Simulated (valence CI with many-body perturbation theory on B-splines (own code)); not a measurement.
# Energy levels of Pm XXI

Level of theory: valence CI with perturbative core correlation (CI+MBPT): five valence electrons over a frozen Dirac-Fock core [Kr], radial functions for each j: 7 s, 7 p, 8 d, 6 f, 4 g, 1 h, with the one-electron correlation potential Σ1 (screened to all orders), the two-electron term Σ2, the three-electron term Σ3, Breit, model QED; selected single and double excitations, second order for the rest, scaled by the run's own slope (own B-spline code, finite nucleus).

No measured spectrum was set against this ion. As an estimate, terms of the open shell hold to 2 to 4 % of their energy, and close levels can change places. Among the levels kept, up to 430 cm⁻¹ of a level comes from second order outside the variational space, and about a tenth of that is noise between levels of different J, which matters for small intervals. The list stops below the first excitations out of the core.

Levels 1 to 37 of 37, with energies above the lowest level, (4d3/2^4 4d5/2) J=5/2 [a]. "Leading %" is the weight of the configuration and term that name the level; weights of strongly mixed levels are sums over their largest components and can fall short. In the jj column 3d3/2^4 stands for four electrons in 3d with j = 3/2. Lifetimes count E1, E2, E3, M1 and M2 decay at the calculated energies, and are blank where another channel may lead or the interval is too uncertain; long ones can be off by a factor of two.

| No. | Configuration | Term | J | E (cm⁻¹) | Leading % | Lifetime | Second component | Leading jj |
| --- | --- | --- | --- | --- | --- | --- | --- | --- |
| 1 | 4d5 | 6S | 5/2 | 0.0 | 62 |  | 25 % 4d5 4P | 4d3/2^4 4d5/2 (45 %) |
| 2 | 4d5 | 2F | 5/2 | 36521 | 25 | 1.03 ms | 25 % 4d5 4G | 4d3/2^4 4d5/2 (48 %) |
| 3 | 4d5 | 4G | 7/2 | 57786 | 49 | 2.25 ms | 19 % 4d5 4D | 4d3/2^3 4d5/2^2 (93 %) |
| 4 | 4d5 | 4D | 3/2 | 60162 | 45 | 490 μs | 37 % 4d5 4P | 4d3/2^3 4d5/2^2 (92 %) |
| 5 | 4d5 | 4G | 11/2 | 62061 | 59 |  | 28 % 4d5 2H | 4d3/2^3 4d5/2^2 (86 %) |
| 6 | 4d5 | 4G | 9/2 | 67128 | 64 | 51.4 ms | 15 % 4d5 4F | 4d3/2^3 4d5/2^2 (73 %) |
| 7 | 4d5 | 4D | 5/2 | 67435 | 35 | 927 μs | 33 % 4d5 4G | 4d3/2^3 4d5/2^2 (58 %) |
| 8 | 4d5 | 4P | 1/2 | 72808 | 57 | 12.0 ms | 29 % 4d5 4D | 4d3/2^3 4d5/2^2 (67 %) |
| 9 | 4d5 | 4D | 7/2 | 83677 | 30 | 2.76 ms | 21 % 4d5 4F | 4d3/2^3 4d5/2^2 (61 %) |
| 10 | 4d5 | 2D | 5/2 | 88594 | 37 | 397 μs | 16 % 4d5 4P | 4d3/2^3 4d5/2^2 (47 %) |
| 11 | 4d5 | 4D | 7/2 | 96533 | 32 | 1.12 ms | 26 % 4d5 2F | 4d3/2^2 4d5/2^3 (67 %) |
| 12 | 4d5 | 2I | 11/2 | 98485 | 62 | 1.15 ms | 30 % 4d5 4G | 4d3/2^2 4d5/2^3 (89 %) |
| 13 | 4d5 | 2D | 3/2 | 101910 | 49 | 1.56 ms | 27 % 4d5 4D | 4d3/2^3 4d5/2^2 (48 %) |
| 14 | 4d5 | 4D | 1/2 | 102950 | 69 | 669 μs | 23 % 4d5 4P | 4d3/2^2 4d5/2^3 (89 %) |
| 15 | 4d5 | 2G | 9/2 | 104290 | 46 | 1.23 ms | 31 % 4d5 4G | 4d3/2^2 4d5/2^3 (74 %) |
| 16 | 4d5 | 4P | 3/2 | 108620 | 48 | 253 μs | 39 % 4d5 4F | 4d3/2^2 4d5/2^3 (86 %) |
| 17 | 4d5 | 2I | 13/2 | 109290 | 99 | 5.52 ms |  | 4d3/2^2 4d5/2^3 (99 %) |
| 18 | 4d5 | 2F | 5/2 | 113840 | 38 | 457 μs | 18 % 4d5 4F | 4d3/2^2 4d5/2^3 (80 %) |
| 19 | 4d5 | 2H | 9/2 | 126280 | 51 | 344 μs | 46 % 4d5 4F | 4d3/2^2 4d5/2^3 (98 %) |
| 20 | 4d5 | 2G | 7/2 | 129490 | 61 | 1.51 ms | 31 % 4d5 2F | 4d3/2^2 4d5/2^3 (96 %) |
| 21 | 4d5 | 4F | 5/2 | 131230 | 48 | 341 μs | 24 % 4d5 2F | 4d3/2^2 4d5/2^3 (81 %) |
| 22 | 4d5 | 2D | 3/2 | 138900 | 75 | 849 μs | 18 % 4d5 4F | 4d3/2^2 4d5/2^3 (49 %) |
| 23 | 4d5 | 2F | 5/2 | 141620 | 34 | 170 μs | 29 % 4d5 4P | 4d3/2 4d5/2^4 (68 %) |
| 24 | 4d5 | 2F | 7/2 | 144290 | 56 | 474 μs | 31 % 4d5 2G | 4d3/2^2 4d5/2^3 (72 %) |
| 25 | 4d5 | 2S | 1/2 | 145840 | 64 | 355 μs | 19 % 4d5 4P | 4d3/2^2 4d5/2^3 (48 %) |
| 26 | 4d5 | 4F | 7/2 | 156620 | 40 | 242 μs | 29 % 4d5 2F | 4d3/2 4d5/2^4 (90 %) |
| 27 | 4d5 | 2G | 9/2 | 156630 | 53 | 686 μs | 26 % 4d5 2H | 4d3/2^2 4d5/2^3 (60 %) |
| 28 | 4d5 | 2H | 11/2 | 162320 | 65 | 243 μs | 24 % 4d5 2I | 4d3/2 4d5/2^4 (95 %) |
| 29 | 4d5 | 2D | 3/2 | 168730 | 65 | 173 μs | 17 % 4d5 4D | 4d3/2 4d5/2^4 (71 %) |
| 30 | 4d5 | 2D | 5/2 | 179220 | 66 | 208 μs | 24 % 4d5 2F | 4d3/2 4d5/2^4 (79 %) |
| 31 | 4d5 | 2G | 9/2 | 183710 | 87 | 372 μs | 5 % 4d5 2H | 4d3/2 4d5/2^4 (56 %) |
| 32 | 4d5 | 2D | 5/2 | 188790 | 53 | 266 μs | 28 % 4d5 2F | 4d3/2^2 4d5/2^3 (47 %) |
| 33 | 4d5 | 2G | 7/2 | 194570 | 75 | 310 μs | 20 % 4d5 2F | 4d3/2 4d5/2^4 (80 %) |
| 34 | 4d5 | 2P | 3/2 | 197240 | 80 | 552 μs | 17 % 4d5 2D | 4d3/2^2 4d5/2^3 (84 %) |
| 35 | 4d5 | 2P | 1/2 | 218700 | 80 | 262 μs | 16 % 4d5 2S | 4d3/2 4d5/2^4 (65 %) |
| 36 | 4d5 | 2D | 5/2 | 239220 | 82 | 114 μs | 7 % 4d5 2F | 4d3/2^2 4d5/2^3 (44 %) |
| 37 | 4d5 | 2D | 3/2 | 245820 | 79 |  | 17 % 4d5 2P | 4d3/2 4d5/2^4 (82 %) |

The ionisation energy to 4d4 3P_0 of the next ion comes out as 609.64 eV (NIST: 609 ± 4 eV (theoretical)). All 37 levels together are meant to be complete up to 679110 cm⁻¹.
